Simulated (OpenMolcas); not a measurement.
# Ru III: effect of correlating more closed shells

| Quantity | Value |
| --- | --- |
| Program | OpenMolcas |
| Basis | ANO-RCC-VDZP [6s5p3d1f] |
| Scalar Hamiltonian | DKH2, point nucleus |
| Active space | 6 electrons in 5 orbitals (4d) |
| State averaging | 2S+1 = 5 even, 5 roots; 2S+1 = 3 even, 45 roots; 2S+1 = 1 even, 50 roots |
| Spin-orbit coupling | RASSI with atomic mean-field integrals over the reference wave functions, term energies averaged over their components |

Methods on the same reference wave functions:
A. CASSCF
B. MS-CASPT2, IPEA 0.25 Eh, imaginary shift 0.1 Eh (closed shells correlated: 4s 4p)
C. MS-CASPT2, IPEA 0.25 Eh, imaginary shift 0.1 Eh (closed shells correlated: 3d 4s 4p)

Energies in cm⁻¹ above 4d⁶ ⁵D₄, the measured ground level; measured values from Moore, Atomic Energy Levels, vol. III, NSRDS-NBS 35 (1971 reprint of NBS Circular 467, 1958).

```tsv
Level	A	B	C	Measured
4d⁶ ⁵D₄	0.0	0.0	0.0	0.0
4d⁶ ⁵D₃	1199	1213	1214	1159
4d⁶ ⁵D₂	1935	1920	1920	1826
4d⁶ ⁵D₁	2408	2380	2380	2266
4d⁶ ⁵D₀	2636	2600	2600	2476
4d⁶ ³H₆	17440	16570	16510	
4d⁶ ³H₅	17848	16870	16810	
4d⁶ ³P₂(1)	18555	15360	15290	
4d⁶ ³F₃(1)	20311	18070	18000	
4d⁶ ³F₂(1)	20874	18530	18460	
4d⁶ ³P₁(1)	21980	18810	18740	
4d⁶ ³G₅	22183	20510	20440	
4d⁶ ³P₀(1)	22802	19530	19460	
4d⁶ ³G₄	23330	21490	21420	
4d⁶ ³G₃	23649	21780	21710	
4d⁶ ¹I₆	26772	25510	25420	
4d⁶ ³D₂	28005	24670	24590	
4d⁶ ³D₁	28148	24880	24800	
4d⁶ ³D₃	28376	25100	25030	
4d⁶ ¹G₄(1)	28831	26460	26380	
4d⁶ ¹S₀(1)	33174	29090	28990	
4d⁶ ¹D₂(1)	34720	30280	30180	
4d⁶ ¹F₃	38949	34380	34270	
4d⁶ ³P₀(2)	44401	38570	38460
```

Deviations, from unrounded energies. A percentage is the sum of absolute deviations over the sum of measured energies, with the sign that they share, or ± where signs differ.

```
                  Against measurement  Levels     A     B     C
       mean absolute deviation (cm-1)       4   110    98    98
fine structure of the ground term (%)       4  +5.8  +5.1  +5.1
```

B, C lie about equally close to measurement and A furthest from it. The largest miss of C in the table is 4d⁶ ⁵D₀, by +130 cm-1. The ranking rests on the paired levels alone, and a cruder setting can come out closer through cancelling errors.

Between B and C the level of the table that moves most is 4d⁶ ³P₀(2), by 110 cm-1 (lowest in C, highest in B). Moves below CASPT2's spread within the term are not significant.

The two smallest mean deviations differ by little beside CASPT2's spread within terms, so their order carries little weight.

From A to B the spin-free energies of the other terms of 4d⁶ shown, above ⁵D, scale by factors of 0.83 to 0.95, as is usual when dynamic correlation screens the repulsion within a d or f shell.

The lowest spin-free term lies below A's lowest term by 0.291 hartree in B, 0.309 hartree in C.

What an inner shell adds also hangs on whether the basis holds functions to correlate it.

CASPT2 does not keep the components of a term degenerate, so their means are used; among the terms shown or strongly mixed into the levels shown the widest spread is 1400 cm-1 (4d⁶ ¹I, C). Levels of configurations with an s electron are missing; early in the row they begin among the upper levels of the d shell and mix with terms of their name. Without dynamic correlation excited terms often stand tens of per cent too high (terms of higher spin than the ground term too low), and those without a measured partner can miss by more than the paired ones (holds for A). The CASPT2 spread within a term exceeds the gap to the next term for 4d⁶ ³P(1) and 4d⁶ ³H, 4d⁶ ³D and 4d⁶ ¹I, 4d⁶ ¹I and 4d⁶ ¹G(1), so the order of their levels is uncertain (holds for B; C). Measured partners are found by configuration, term and J. A level has none where our copy of the source lacks it or the pairing is in doubt (some pairs that miss far off the trend of their configuration count as doubtful), and it then counts in no deviation. Levels of configurations outside the active space are missing. Levels that lie high or do not pair safely by name in every column are left out.

A number in round brackets counts repeated terms of one configuration in the order of the reference energies.
